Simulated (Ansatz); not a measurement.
CH$_{5}$InO$_{2}$Si, SMILES `O=[CH][InH][SiH2]O`. The species carries charge 0 and has multiplicity 1. In: def2 effective core potential.

| atom | x (Å) | y (Å) | z (Å) |
| --- | --- | --- | --- |
| O1 | -0.889 | 0.666 | -1.847 |
| C2 | -0.696 | -0.531 | -1.855 |
| In3 | 0.225 | -1.448 | -0.003 |
| Si4 | 0.540 | 0.633 | 1.487 |
| O5 | -0.106 | 1.883 | 0.636 |
| H6 | -0.990 | -1.086 | -2.780 |
| H7 | 0.500 | -3.150 | 0.034 |
| H8 | -0.148 | 0.496 | 2.802 |
| H9 | 1.981 | 0.875 | 1.781 |
| H10 | -0.417 | 1.663 | -0.256 |

(1) What are the harmonic wavenumbers in cm⁻¹ at PBE0-D4/def2-TZVP (Ansatz, finite differences of forces, unscaled)? (Best estimate.)

(2) Is this a minimum?

(3) Give the ideal-gas thermochemistry at 298.15 K and 1 bar (rigid rotor, harmonic oscillator; point group C1, symmetry number 1).

(4) And at 400, 500, 600, 800 and 1000 K?

Results:

(1) Ansatz gave: 16, 72, 132, 168, 262, 301, 308, 428, 444, 517, 556, 720, 753, 811, 882, 956, 1056, 1367, 1718, 1801, 2187, 2195, 2799, 3668.

(2) Yes, all 24 modes are real.

(3) Zero-point energy 144.3 kJ/mol; H(298) − E = 169.0 kJ/mol; entropy 398.3 J/(mol·K), of which translation 174.4, rotation 119.8, vibration 104.2; G(298) − E = 50.2 kJ/mol. Modes under 100 cm⁻¹ are hindered rotations or soft bends, so the harmonic entropy is rough.

(4) 
```tsv
T (K)	H − E (kJ/mol)	S (J/mol/K)	G − E (kJ/mol)
400	182.6	437.3	7.6
500	197.4	470.5	-37.8
600	213.6	499.8	-86.3
800	248.6	550.1	-191.5
1000	286.3	592.2	-305.8
```
